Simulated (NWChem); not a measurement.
Program: NWChem. System: CH4N, charge 0, spin multiplicity 2, at a geometry optimised with UB3LYP/def2-SVP. The structure started from a generated list of species. Its SCF solution wasn't tested for a lower state. Level: UHF/def2-TZVP.

Job file:

```
start mol
memory heap 200 mb stack 900 mb global 1100 mb
geometry units angstroms nocenter noautoz
  C      0.595274    -0.182255     0.000000
  N     -0.729224     0.369201     0.000000
  H      0.775562    -0.833645     0.882748
  H      1.359578     0.611799     0.000000
  H      0.775562    -0.833645    -0.882748
  H     -1.377780    -0.435383     0.000000
  symmetry group Cs
end
basis spherical
  * library def2-tzvp
end
scf
  uhf
  nopen 1
  maxiter 100
  thresh 1e-7
  semidirect memsize 60000000 filesize 0
  # guess.movecs holds the orbitals of an unrestricted PBE0 run
  vectors input guess.movecs output mol.movecs
end
task scf energy
```

NWChem printed:

```
             Northwest Computational Chemistry Package (NWChem) 7.3.0
             --------------------------------------------------------

                                NWChem Input Module
                                -------------------

 Scaling coordinates for geometry "geometry" by  1.889725989
 (inverse scale =  0.529177249)

 Turning off AUTOSYM since
 SYMMETRY directive was detected!

                             Geometry "geometry" -> ""
                             -------------------------

 Output coordinates in angstroms (scale by  1.889725989 to convert to a.u.)

  No.       Tag          Charge          X              Y              Z
 ---- ---------------- ---------- -------------- -------------- --------------
    1 C                    6.0000     0.59527400    -0.18225500     0.00000000
    2 N                    7.0000    -0.72922400     0.36920100     0.00000000
    3 H                    1.0000     0.77556200    -0.83364500     0.88274800
    4 H                    1.0000     1.35957800     0.61179900     0.00000000
    5 H                    1.0000     0.77556200    -0.83364500    -0.88274800
    6 H                    1.0000    -1.37778000    -0.43538300     0.00000000

 Effective nuclear repulsion energy (a.u.)      36.0412125911

            Nuclear Dipole moment (a.u.)
            ----------------------------
        X                 Y               Z
 ---------------- ---------------- ----------------
    -0.0000037795     0.0000056692     0.0000000000

      Symmetry information
      --------------------

 Group name             Cs
 Group number              2
 Group order               2
 No. of unique centers     5

      Symmetry unique atoms

     1    2    3    4    6


 Summary of "ao basis" -> "" (spherical)
 ------------------------------------------------------------------------------
       Tag                 Description            Shells   Functions and Types
 ---------------- ------------------------------  ------  ---------------------
 *                         def2-tzvp                  on all atoms

 Summary of "ao basis" -> "ao basis" (spherical)
[...]
    65     -1.409611  3 H  s                 77     -1.409611  5 H  s
    44      0.659656  2 N  py                70      0.320360  4 H  s
    43     -0.296601  2 N  px                 9     -0.261724  1 C  px

 center of mass
 --------------
 x =  -0.09583598 y =   0.09314165 z =   0.00000000

 moments of inertia (a.u.)
 ------------------
          20.619840676847          17.345470379489           0.000000000000
          17.345470379489          64.923679349523           0.000000000000
           0.000000000000           0.000000000000          74.325498355412

  Mulliken analysis of the total density
  --------------------------------------

    Atom       Charge   Shell Charges
 -----------   ------   -------------------------------------------------------
    1 C    6     6.20   0.85  1.12  0.48  0.65  0.10  1.23  1.34  0.32  0.03  0.07  0.01
    2 N    7     7.34   0.82  1.16  0.56  0.92  0.27  1.38  1.58  0.60  0.01  0.04  0.00
    3 H    1     0.89   0.26  0.49  0.12  0.02
    4 H    1     0.89   0.27  0.50  0.10  0.02
    5 H    1     0.89   0.26  0.49  0.12  0.02
    6 H    1     0.79   0.26  0.44  0.06  0.03

  Mulliken analysis of the alpha density
  --------------------------------------

    Atom       Charge   Shell Charges
 -----------   ------   -------------------------------------------------------
    1 C    6     3.03   0.43  0.56  0.24  0.31  0.05  0.60  0.64  0.14  0.01  0.04  0.00
    2 N    7     4.21   0.41  0.58  0.30  0.48  0.14  0.90  1.02  0.37  0.00  0.02  0.00
    3 H    1     0.48   0.14  0.26  0.06  0.01
    4 H    1     0.44   0.13  0.25  0.05  0.01
    5 H    1     0.48   0.14  0.26  0.06  0.01
    6 H    1     0.36   0.12  0.20  0.03  0.02

   Mulliken analysis of the beta density
   -------------------------------------

    Atom       Charge   Shell Charges
 -----------   ------   -------------------------------------------------------
    1 C    6     3.17   0.43  0.56  0.24  0.33  0.06  0.63  0.70  0.17  0.01  0.03  0.00
    2 N    7     3.13   0.41  0.58  0.27  0.44  0.13  0.49  0.56  0.22  0.00  0.02  0.00
    3 H    1     0.41   0.12  0.23  0.05  0.01
    4 H    1     0.44   0.13  0.25  0.05  0.01
    5 H    1     0.41   0.12  0.23  0.05  0.01
    6 H    1     0.43   0.14  0.24  0.04  0.01

   Mulliken analysis of the spin density
   -------------------------------------

    Atom       Charge   Shell Charges
 -----------   ------   -------------------------------------------------------
    1 C    6    -0.15  -0.00  0.00 -0.01 -0.02 -0.01 -0.04 -0.06 -0.03  0.00  0.01  0.00
    2 N    7     1.09   0.00 -0.00  0.03  0.04  0.00  0.41  0.45  0.15 -0.00  0.00 -0.00
    3 H    1     0.06   0.01  0.04  0.01 -0.00
    4 H    1     0.00   0.00  0.00  0.00 -0.00
    5 H    1     0.06   0.01  0.04  0.01 -0.00
    6 H    1    -0.06  -0.01 -0.04 -0.01  0.00

       Multipole analysis of the density wrt the origin
       ------------------------------------------------

     L   x y z        total         alpha         beta         nuclear
     -   - - -        -----         -----         ----         -------
     0   0 0 0     -0.000000     -9.000000     -8.000000     17.000000

     1   1 0 0      0.234670      0.719095     -0.484422     -0.000004
     1   0 1 0     -0.737972     -0.632338     -0.105639      0.000006
     1   0 0 1     -0.000000     -0.000000     -0.000000      0.000000

     2   2 0 0     -9.715892    -25.300383    -22.976587     38.561078
     2   1 1 0      1.628053      5.698683      4.489204     -8.559834
     2   1 0 1     -0.000000      0.000000     -0.000000      0.000000
     2   0 2 0    -10.897350    -11.478803    -10.514741     11.096194
     2   0 1 1     -0.000000      0.000000     -0.000000      0.000000
     2   0 0 2    -10.037191     -8.692501     -6.910151      5.565461

 Task  times  cpu:        2.0s     wall:        2.0s

 Total times  cpu:        2.1s     wall:        2.1s
```
